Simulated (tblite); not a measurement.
Species: C₅H₈BFO.
Numbering: `[F:1][BH:2][CH2:3][O:4][C@:5]12[CH2:6][C@H:7]1[CH2:8]2` (hydrogens: H9 on B2; H10, H11 on C3; H12, H13 on C6; H14 on C7; H15, H16 on C8)

Computed with GFN2-xTB (tblite), gas phase: L-BFGS steps from a force-field or distance-geometry start until the largest atomic force falls under 0.01 eV/Å.

Step 38: E = -674.0628 eV
```
atom  x, y, z in Å  |  force x, y, z in eV/Å
F1      3.9944   -0.9032   -0.0390   -0.015  -0.024   0.028
B2      2.9912   -0.2080   -0.5247    0.060   0.006   0.003
C3      1.5639   -0.4316    0.1187    0.003   0.007  -0.007
O4      0.5266    0.2272   -0.6119   -0.015   0.010   0.037
C5     -0.6859    0.1883    0.0221   -0.030   0.014   0.014
C6     -1.7355   -0.8817    0.1051    0.020   0.022   0.008
C7     -2.0721    0.5011   -0.3820    0.060   0.007  -0.001
C8     -1.4498    1.2376    0.7754    0.000  -0.012   0.013
H9      3.2344    0.5567   -1.3751   -0.032   0.010  -0.048
H10     1.3176   -1.5011    0.2041    0.037  -0.006   0.032
H11     1.5898   -0.0454    1.1518   -0.020  -0.020  -0.002
H12    -1.6930   -1.6782   -0.6278   -0.031   0.023   0.006
H13    -2.0902   -1.1964    1.0826    0.001  -0.003  -0.051
H14    -2.5374    0.8450   -1.2790   -0.033  -0.001   0.031
H15    -1.1561    2.2683    0.6234   -0.030  -0.008  -0.044
H16    -1.8055    1.0304    1.7804    0.026  -0.025  -0.019
```

Step 39: E = -674.0635 eV
```
atom  x, y, z in Å  |  force x, y, z in eV/Å
F1      3.9952   -0.9011   -0.0402    0.004  -0.026   0.031
B2      2.9911   -0.2073   -0.5244    0.023   0.003  -0.001
C3      1.5645   -0.4327    0.1206    0.004   0.007   0.001
O4      0.5267    0.2260   -0.6084    0.022   0.027  -0.017
C5     -0.6858    0.1892    0.0230    0.013   0.006   0.021
C6     -1.7328   -0.8811    0.1047   -0.031   0.021  -0.016
C7     -2.0700    0.5022   -0.3830    0.025   0.005  -0.007
C8     -1.4487    1.2381    0.7762   -0.023   0.001  -0.015
H9      3.2274    0.5547   -1.3788   -0.018   0.013  -0.047
H10     1.3200   -1.5022    0.2072    0.030  -0.022   0.017
H11     1.5879   -0.0484    1.1535   -0.006  -0.003   0.027
H12    -1.6912   -1.6770   -0.6288   -0.022   0.020   0.002
H13    -2.0907   -1.1966    1.0798   -0.003  -0.008  -0.020
H14    -2.5386    0.8463   -1.2791   -0.012  -0.010   0.053
H15    -1.1564    2.2692    0.6218   -0.028  -0.018  -0.027
H16    -1.8061    1.0296    1.7798    0.023  -0.016  -0.004
```

Step 40: E = -674.0640 eV
```
atom  x, y, z in Å  |  force x, y, z in eV/Å
F1      3.9956   -0.8994   -0.0405    0.025  -0.030   0.033
B2      2.9918   -0.2064   -0.5251   -0.010   0.005  -0.002
C3      1.5657   -0.4332    0.1220    0.009   0.004   0.005
O4      0.5270    0.2249   -0.6057    0.042   0.029  -0.035
C5     -0.6854    0.1895    0.0246    0.022   0.002   0.016
C6     -1.7325   -0.8804    0.1047   -0.050   0.023  -0.020
C7     -2.0681    0.5031   -0.3841    0.012  -0.008   0.019
C8     -1.4489    1.2385    0.7765   -0.035  -0.002  -0.016
H9      3.2245    0.5529   -1.3830   -0.012   0.010  -0.041
H10     1.3248   -1.5038    0.2086    0.022  -0.015   0.007
H11     1.5878   -0.0509    1.1553    0.001   0.005   0.033
H12    -1.6908   -1.6755   -0.6292   -0.018   0.009  -0.005
H13    -2.0936   -1.1961    1.0782   -0.001  -0.009  -0.009
H14    -2.5392    0.8473   -1.2782   -0.011  -0.005   0.031
H15    -1.1580    2.2695    0.6208   -0.021  -0.012  -0.016
H16    -1.8084    1.0288    1.7791    0.026  -0.007  -0.002
```

Task: Estimate the geometry and energy of step 41. (The exact step hangs on the optimiser's Hessian estimate; all steps are aligned on step 40, rigid shifts and turns removed.)

Result: E = -674.0645 eV, largest force 0.056 eV/Å
```
atom  x, y, z in Å  |  force x, y, z in eV/Å
F1      3.9961   -0.8968   -0.0403    0.037  -0.019   0.022
B2      2.9920   -0.2054   -0.5266   -0.022   0.005   0.000
C3      1.5676   -0.4338    0.1244    0.017   0.004   0.016
O4      0.5282    0.2246   -0.6017    0.043   0.018  -0.031
C5     -0.6847    0.1898    0.0274    0.036  -0.006   0.002
C6     -1.7333   -0.8790    0.1042   -0.043   0.005  -0.025
C7     -2.0656    0.5039   -0.3851   -0.031  -0.001   0.002
C8     -1.4502    1.2389    0.7767   -0.021   0.008  -0.020
H9      3.2193    0.5506   -1.3899   -0.005  -0.006  -0.023
H10     1.3318   -1.5061    0.2104    0.006   0.000  -0.006
H11     1.5897   -0.0549    1.1592    0.003   0.009   0.021
H12    -1.6911   -1.6736   -0.6297   -0.013   0.000  -0.015
H13    -2.0977   -1.1954    1.0757   -0.004  -0.011   0.013
H14    -2.5385    0.8486   -1.2780   -0.002  -0.004   0.026
H15    -1.1604    2.2697    0.6195   -0.015  -0.005  -0.003
H16    -1.8106    1.0278    1.7780    0.015   0.001   0.020
```

The energy changes by -0.0005 eV. The first-order estimate −F·Δx gives -0.0008 eV and the mean of the old and new forces, exact on a quadratic surface, -0.0005 eV. The step makes an angle of 71° with the force vector and moves no atom by more than 0.009 Å.

What follows is the cost of the whole relaxation. Time: 1.6 s wall. Hardware: an Intel Xeon at 2.50 GHz with one thread, shared host.
